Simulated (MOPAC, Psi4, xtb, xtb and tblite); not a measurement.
Internal rotation in C5H14SeSi, SMILES CC(C)(C[SiH2][SeH])C. Scanned: dihedral C2–C5–Si6–Se7; all other coordinates were relaxed at GFN2-xTB. Points at φ and −φ are mirror images.

Atom numbering (GFN2-xTB optimised geometry, Å):
```
21

C     -0.9857    -1.2393     0.7891
C     -0.7125     0.0981     0.1024
C     -1.1887     0.0348    -1.3482
C     -1.4855     1.2015     0.8345
C      0.7822     0.4352     0.1635
Si     1.9755    -0.7479    -0.7240
Se     4.1082    -0.0214    -0.2457
H     -0.5067    -2.0545     0.2529
H     -0.6109    -1.2307     1.8101
H     -2.0551    -1.4363     0.8206
H     -0.9366     0.9517    -1.8762
H     -2.2683    -0.0938    -1.3861
H     -0.7290    -0.8011    -1.8695
H     -1.3239     2.1661     0.3577
H     -1.1637     1.2735     1.8713
H     -2.5528     0.9919     0.8237
H      0.9276     1.4376    -0.2514
H      1.0815     0.4963     1.2140
H      1.9883    -2.1180    -0.2202
H      1.8432    -0.7236    -2.1815
H      3.8131     1.3800    -0.2841
```

AM1, restricted, heats of formation // GFN2-xTB (MOPAC); GFN2-xTB (xtb and tblite); PBE/def2-SVP // GFN2-xTB (Psi4); GFN1-xTB // GFN2-xTB (xtb); PBE0/def2-SVP // GFN2-xTB (Psi4); PBE-D3(BJ)/def2-SVP // GFN2-xTB (Psi4).

Energies in kcal/mol, each method relative to its own lowest point.

```csv
φ / °,AM1,GFN2-xTB,PBE/def2-SVP,GFN1-xTB,PBE0/def2-SVP,PBE-D3(BJ)/def2-SVP
-150,0.1,0.3,0.3,0.2,0.3,0.5
-120,0.3,0.8,0.8,0.7,0.9,0.9
-90,0.2,0.4,0.5,0.4,0.5,0.3
-60,0.1,0.4,0.3,0.0,0.4,0.0
-30,0.3,0.9,1.4,0.9,1.6,1.0
0,0.3,1.7,2.6,2.0,2.9,2.3
30,0.3,0.9,1.4,0.9,1.6,1.0
60,0.1,0.4,0.3,0.0,0.4,0.0
90,0.2,0.4,0.5,0.4,0.5,0.3
120,0.3,0.8,0.8,0.7,0.9,0.9
150,0.1,0.3,0.3,0.2,0.3,0.5
180,0.0,0.0,0.0,0.3,0.0,0.2
```

Root-mean-square difference from the PBE-D3(BJ)/def2-SVP profile, itself a level with limits, after the best constant shift (kcal/mol): AM1 0.5, GFN2-xTB 0.3, PBE/def2-SVP 0.2, GFN1-xTB 0.2, PBE0/def2-SVP 0.3.
